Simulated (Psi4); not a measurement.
A dimer, CO2 ··· CH4S (SMILES O=C=O and CS); the first 3 atoms form monomer A.

```
9

O     -1.1597     0.0000     0.0000
C      0.0000     0.0000     0.0000
O      1.1597     0.0000     0.0000
C     -2.3503     3.1523     0.4865
S     -0.5295     3.2399     0.5123
H     -2.7630     3.7402    -0.3305
H     -2.6003     2.1050     0.3261
H     -2.7752     3.4727     1.4354
H     -0.4306     4.5640     0.7126
```

**Question.** What interaction energy does SAPT0/jun-cc-pVDZ, frozen core (Psi4) give, and which attractive term is the largest?

**Answer.** Total -1.56 kcal/mol: electrostatics -2.45, exchange 3.12, induction -0.45, dispersion -1.78. The most attractive term is electrostatics.
